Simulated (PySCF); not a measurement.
Polarisability and C₆ of Cr (chromium, neutral)

[Ar] 3d5 4s1, high-spin 7S determinant. Computed with PySCF 2.14 in aug-cc-pwCVTZ-DK with one added diffuse shell each of s, p, d, f, g type (11s10p8d5f4g, 152 functions), with scalar relativity by spin-free X2C-1e. Coupled (time-dependent) response in atomic units; α is the mean over directions.

```
method  mean α (bohr³)  C₆ (like pair)  S(−4)
  BP86           69.12           575.3   3510
```

S(−4) is the Cauchy moment in α(ω) = α(0) + S(−4) ω² + …

Reference α: 83 ± 12 bohr³ (recommended; Schwerdtfeger and Nagle, table of static dipole polarizabilities (2023 update)). Published C₆: 602.0 (Chu and Dalgarno (2004); Tang, Norbeck and Certain (1976)).

α(iu) at BP86:

```json
{"u (hartree)": "0", "α(iu) (bohr³)": "69.12"}
{"u (hartree)": "0.0500", "α(iu) (bohr³)": "61.49"}
{"u (hartree)": "0.100", "α(iu) (bohr³)": "47.06"}
{"u (hartree)": "0.200", "α(iu) (bohr³)": "26.45"}
{"u (hartree)": "0.300", "α(iu) (bohr³)": "16.84"}
{"u (hartree)": "0.500", "α(iu) (bohr³)": "9.111"}
{"u (hartree)": "0.750", "α(iu) (bohr³)": "5.545"}
{"u (hartree)": "1.00", "α(iu) (bohr³)": "3.881"}
{"u (hartree)": "1.50", "α(iu) (bohr³)": "2.317"}
{"u (hartree)": "2.00", "α(iu) (bohr³)": "1.580"}
{"u (hartree)": "3.00", "α(iu) (bohr³)": "0.8875"}
{"u (hartree)": "5.00", "α(iu) (bohr³)": "0.4015"}
```

A single London oscillator, α(iu) = α/(1 + u²/ω²), gives C₆ = (3/4) ω α². Matching the computed C₆ needs ω = 4 × 575.3 / (3 × 69.12²) = 0.161 hartree.
